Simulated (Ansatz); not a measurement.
C$_{4}$H$_{8}$Ge, SMILES `C#[C][GeH]([CH3])[CH3]`. Total charge 0; spin multiplicity 1. Correlated methods include outer-core shells of Ge, which these sets cover unevenly. Scalar relativity is left out up to krypton.

```xyz
13

C     2.838    0.359    0.580
C     1.696   -0.001    0.433
Ge   -0.121   -0.540    0.186
C    -1.262    0.678    1.192
C    -0.519   -0.493   -1.721
H     3.847    0.674    0.711
H    -0.246   -1.976    0.731
H    -1.000    0.657    2.250
H    -2.309    0.391    1.083
H    -1.136    1.696    0.822
H    -0.391    0.521   -2.103
H     0.152   -1.158   -2.266
H    -1.548   -0.809   -1.900
```

Task: Give the diagnostics of a CCSD(T)/def2-TZVPP run (frozen core, Ansatz). (Estimate.)

Result: Computed: T1 = 0.0110, largest single amplitude 0.013, largest double 0.042, (T) share of the correlation energy 4.2 %, 9 CCSD cycles. The RHF solution is stable towards an unrestricted one. T1 lies under the customary mark of 0.02 for closed shells.
